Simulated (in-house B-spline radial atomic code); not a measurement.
# Pd VI (Pd5+): [Kr] 4d5

Method: non-relativistic B3LYP, spin-polarised, spherical fractional occupations, point nucleus. Calculated with a B-spline radial code for spherical atoms.

Screening seen three ways: the hydrogenic charge with the same mean radius, Z_r = [3n² - l(l+1)]/(2<r>), the one with the same energy, Z_e = n√(-2ε), and Slater's rules. Values are occupation-weighted means over spin.

```tsv
shell	electrons	ε (eV)	<r> (bohr)	Z_r	Z_e	Slater
1s	2	-23581	0.03311	45.31	41.63	45.70
2s	2	-3460.3	0.1438	41.74	31.90	41.85
2p	6	-3218.3	0.1229	40.68	30.76	41.85
3s	2	-692.91	0.3912	34.50	21.41	34.75
3p	6	-595.89	0.3836	32.58	19.85	34.75
3d	10	-417.07	0.3567	29.43	16.61	24.85
4s	2	-158.56	0.9525	25.20	13.66	18.25
4p	6	-127.05	1.012	22.73	12.22	18.25
4d	5	-78.581	1.191	17.64	9.61	8.60
```

The least bound orbital is 4d up at -78.58 eV, and it is also the most diffuse (<r> = 1.191 bohr).

The density falls to 0.001 bohr⁻³ at 2.748 bohr; Σ<r²> = 20.292 bohr² gives, by the non-relativistic formula and without the paramagnetism of open shells, a Langevin diamagnetic susceptibility of -16.07×10⁻⁶ cm³/mol.
